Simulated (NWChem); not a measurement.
System: H₂TeSO; SMILES O[Te]S

NWChem input:

```
start job
memory heap 200 mb stack 900 mb global 1100 mb
geometry units angstroms
  Te     0.260648    -0.411287     0.002951
  O     -1.589708    -1.158937     0.050681
  H     -1.912498    -1.173820    -0.860270
  S     -0.155325     1.946434    -0.043770
  H     -0.274933     2.141101     1.290847
end
basis spherical
  * library def2-svp
end
ecp
  Te library def2-ecp
end
dft
  xc slater vwn_5
  iterations 150
end
driver
  maxiter 120
end
task dft optimize
dft
  grid fine
  convergence energy 1d-8 density 1d-7
end
task dft freq numerical
```

Parts of the log:

```
             Northwest Computational Chemistry Package (NWChem) 7.3.0
             --------------------------------------------------------

 C1  symmetry detected

                             Geometry "geometry" -> ""
                             -------------------------

 Output coordinates in angstroms (scale by  1.889725989 to convert to a.u.)

  No.       Tag          Charge          X              Y              Z
 ---- ---------------- ---------- -------------- -------------- --------------
    1 Te                  52.0000     0.33708709    -0.40887190    -0.00289412
    2 O                    8.0000    -1.46046538    -1.27510123     0.05650148
    3 H                    1.0000    -1.78747404    -1.31099355    -0.85235698
    4 S                   16.0000    -0.23140835     1.91685517    -0.04615203
    5 H                    1.0000    -0.35479815     2.10345946     1.28927211

 Effective nuclear repulsion energy (a.u.)     348.7670797041

                                Z-matrix (autoz)
                                --------

 Units are Angstrom for bonds and degrees for angles

      Type          Name      I     J     K     L     M      Value
      ----------- --------  ----- ----- ----- ----- ----- ----------
    1 Stretch                  1     2                       1.99627
    2 Stretch                  1     4                       2.39459
    3 Stretch                  2     3                       0.96656
    4 Stretch                  4     5                       1.35403
    5 Bend                     1     2     3               107.02445
    6 Bend                     1     4     5                97.91295
    7 Bend                     2     1     4               102.01733
    8 Torsion                  2     1     4     5          85.24753
    9 Torsion                  3     2     1     4          82.49209

                           NWChem Geometry Optimization
                           ----------------------------

 maximum gradient threshold         (gmax) =   0.000450
 rms gradient threshold             (grms) =   0.000300
 maximum cartesian step threshold   (xmax) =   0.001800
 rms cartesian step threshold       (xrms) =   0.001200
 fixed trust radius                (trust) =   0.300000
 source of zmatrix                         =   autoz

          -------------------
          Energy Minimization
          -------------------

[...]

      ----------------------
      Optimization converged
      ----------------------

  Step       Energy      Delta E   Gmax     Grms     Xrms     Xmax
  ---- ---------------- -------- -------- -------- -------- --------
@    5    -740.15659369 -2.9D-09  0.00007  0.00003  0.00040  0.00089
                                     ok       ok       ok       ok

                                Z-matrix (autoz)
                                --------

 Units are Angstrom for bonds and degrees for angles

      Type          Name      I     J     K     L     M      Value     Gradient
      ----------- --------  ----- ----- ----- ----- ----- ---------- ----------
    1 Stretch                  1     2                       1.99934    0.00001
    2 Stretch                  1     4                       2.39033    0.00007
    3 Stretch                  2     3                       0.98004    0.00001
    4 Stretch                  4     5                       1.36959   -0.00003
    5 Bend                     1     2     3               105.60435   -0.00001
    6 Bend                     1     4     5                97.92079   -0.00000
    7 Bend                     2     1     4               103.17974    0.00002
    8 Torsion                  2     1     4     5          85.95995   -0.00000
    9 Torsion                  3     2     1     4          83.82319    0.00000

                         Geometry "geometry" -> "geometry"
                         ---------------------------------

 Output coordinates in angstroms (scale by  1.889725989 to convert to a.u.)

[...]

 Rotational Constants
 --------------------
 A=   0.306723 cm-1  (  0.441297 K)
 B=   0.096673 cm-1  (  0.139087 K)
 C=   0.075216 cm-1  (  0.108216 K)

 Temperature                      =   298.15K
 frequency scaling parameter      =   1.0000

 Zero-Point correction to Energy  =   14.045 kcal/mol  (  0.022382 au)
 Thermal correction to Energy     =   17.029 kcal/mol  (  0.027138 au)
 Thermal correction to Enthalpy   =   17.621 kcal/mol  (  0.028082 au)

 Total Entropy                    =   74.061 cal/mol-K
   - Translational                =   41.450 cal/mol-K (mol. weight = 179.8893)
   - Rotational                   =   26.072 cal/mol-K (symmetry #  =        1)
   - Vibrational                  =    6.539 cal/mol-K

 Cv (constant volume heat capacity) =   14.633 cal/mol-K
   - Translational                  =    2.979 cal/mol-K
   - Rotational                     =    2.979 cal/mol-K
   - Vibrational                    =    8.674 cal/mol-K

[normal modes left out]

 ----------------------------------------------------------------------------
 Normal Eigenvalue ||           Projected Infra Red Intensities
  Mode   [cm**-1]  || [atomic units] [(debye/angs)**2] [(KM/mol)] [arbitrary]
 ------ ---------- || -------------- ----------------- ---------- -----------
    1        0.000 ||    0.000008           0.000         0.007       0.003
    2        0.000 ||    0.000064           0.001         0.063       0.025
    3        0.000 ||    0.000043           0.001         0.042       0.017
    4        0.000 ||    0.000001           0.000         0.001       0.000
    5        0.000 ||    0.000046           0.001         0.044       0.018
    6        0.000 ||    0.000255           0.006         0.248       0.101
    7      157.313 ||    0.000882           0.020         0.860       0.349
    8      357.074 ||    0.013303           0.307        12.969       5.267
    9      367.674 ||    0.032868           0.758        32.041      13.014
   10      422.813 ||    0.100599           2.321        98.069      39.831
   11      595.951 ||    0.056819           1.311        55.390      22.497
   12      719.439 ||    0.007512           0.173         7.323       2.974
   13      954.894 ||    0.055946           1.291        54.539      22.151
   14     2565.258 ||    0.000077           0.002         0.075       0.030
   15     3688.819 ||    0.110420           2.547       107.643      43.720
 ----------------------------------------------------------------------------
```

Level: LDA (Slater exchange, VWN5)/def2-SVP with def2 effective core potentials on Te. def2 effective core potentials on Te; no spin-orbit coupling.
